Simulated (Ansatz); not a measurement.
`NB(N)F` + `[CH3][GeH2][SiH2]Cl` → `CB(N)N` + `[F][GeH2][SiH2]Cl`  (redistribution)

Gas-phase electronic energies from Ansatz, PBE0-D4/def2-TZVP geometries. CCSD(T)/CBS adds triple-zeta CCSD(T) − MP2 to the extrapolated MP2 energy (def2 sets, frozen cores). DFT in def2-TZVPP. For Ge outer-core shells are correlated without core-valence functions, which leaves a few kJ/mol of doubt a bond. Scalar relativity is left out up to krypton. One conformer a species, not always the lowest.

```json
{"level": "PBE0-D4", "ΔE (eV)": "0.80"}
{"level": "ωB97X-V", "ΔE (eV)": "0.74"}
{"level": "ωB97M-V", "ΔE (eV)": "0.78"}
{"level": "PBE0", "ΔE (eV)": "0.78"}
```

(1) What does CCSD(T)/CBS give? (Estimate.)

Largest T1 diagnostic among the species: 0.011.

Answers

(1) The calculation gave: +0.81 eV. The listed levels differ from it by -0.01, -0.07, -0.03, -0.03 eV.

From PBE to PBE0 (25 % exact exchange), in def2-TZVPP and without D4, ΔE moves by +0.06 eV.
